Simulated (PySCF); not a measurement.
**F³⁺ (fluorine, charge +3) across methods**

[He] 2s2 2p2, high-spin 3P determinant. Calculation: PySCF 2.14, in aug-cc-pVDZ (4s3p2d, 23 functions); no relativity, point nucleus.

| method | E (hartree) | mean ε 2s α (eV) | mean ε 2s β (eV) | mean ε 2p α (eV) | Σ⟨r²⟩ (bohr²) | ⟨S²⟩ |
| --- | --- | --- | --- | --- | --- | --- |
| TPSS | -95.4878 | -94.017 | -88.208 | -75.608 | 3.614 | 2.001 |
| BLYP | -95.4646 | -92.993 | -87.910 | -75.194 | 3.625 | 2.001 |
| PBE | -95.3741 | -93.155 | -87.894 | -75.144 | 3.626 | 2.001 |
| LDA | -94.7937 | -92.724 | -87.580 | -74.943 | 3.641 | 2.001 |
| BP86 | -95.4565 | -93.161 | -88.071 | -75.140 | 3.614 | 2.001 |
| LC-wPBE | -95.4043 | -99.129 | -93.477 | -80.909 | 3.627 | 2.001 |
| PBE0 | -95.3931 | -97.155 | -90.393 | -78.522 | 3.617 | 2.001 |
| r2SCAN | -95.4364 | -94.819 | -88.186 | -76.410 | 3.611 | 2.002 |
| UHF | -95.28902 | -108.34 | -96.210 | -88.026 | 3.608 | 2.003 |
